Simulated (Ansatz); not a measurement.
Ligand exchange: GeH4 + C2H3F2I → GeH3I + C2H4F2

Species: GeH4 (germane) `[GeH4]`, singlet; C2H3F2I `FCC(F)I`, singlet; GeH3I `[GeH3][I]`, singlet; C2H4F2 `FCCF`, singlet. The partners trade H for I: Ge–H and C–I bonds give way to Ge–I and C–H.

Shapes, held fixed at every level: PBE0-D4/def2-TZVP. Flexible molecules stand in one conformer, not always the lowest. Programs: Ansatz 0.2.0. The zero-point and thermal change to 298 K, harmonic and unscaled (PBE0-D4/def2-TZVP), is +10.3 kJ/mol.

```json
{"level": "HF/def2-TZVPP", "kind": "Hartree–Fock", "ΔH(298 K) (kJ/mol)": "-145.8", "less CCSD(T)/def2-TZVPP": "-32.2", "CPU time (sum over the molecules)": "–"}
{"level": "BHLYP-D4/def2-TZVPP", "kind": "global hybrid", "ΔH(298 K) (kJ/mol)": "-129.5", "less CCSD(T)/def2-TZVPP": "-15.9", "CPU time (sum over the molecules)": "22 s"}
{"level": "wB97M-V/def2-TZVPP", "kind": "range-separated hybrid", "ΔH(298 K) (kJ/mol)": "-118.3", "less CCSD(T)/def2-TZVPP": "-4.7", "CPU time (sum over the molecules)": "65 s"}
{"level": "B2PLYP/def2-TZVPP", "kind": "double hybrid", "ΔH(298 K) (kJ/mol)": "-119.5", "less CCSD(T)/def2-TZVPP": "-5.9", "CPU time (sum over the molecules)": "35 s"}
{"level": "CCSD(T)/def2-SVP", "kind": "coupled cluster or CI", "ΔH(298 K) (kJ/mol)": "-120.2", "less CCSD(T)/def2-TZVPP": "-6.6", "CPU time (sum over the molecules)": "35 s"}
{"level": "CCSD/def2-TZVPP", "kind": "coupled cluster or CI", "ΔH(298 K) (kJ/mol)": "-119.4", "less CCSD(T)/def2-TZVPP": "-5.8", "CPU time (sum over the molecules)": "–"}
{"level": "CCSD(T)/def2-TZVPP", "kind": "coupled cluster or CI", "ΔH(298 K) (kJ/mol)": "-113.6", "less CCSD(T)/def2-TZVPP": "0.0", "CPU time (sum over the molecules)": "10 min"}
```

The highest level, CCSD(T)/def2-TZVPP, gives ΔH(298 K) = -113.6 kJ/mol; the levels span -145.8 to -113.6. The column of differences is taken from that level and isn't an error. No measured value is set beside it here. For atoms past krypton def2 sets carry core potentials with scalar relativity. Relativity is left out for Ge. Outer-core shells of Ge, I are correlated in most correlated rows, in sets that cover them unevenly. CCSD(T)/def2-TZVPP lies outside the range of all other levels here, so it shouldn't be taken on trust. Times are processor times on shared x86 and Arm servers, and rough.
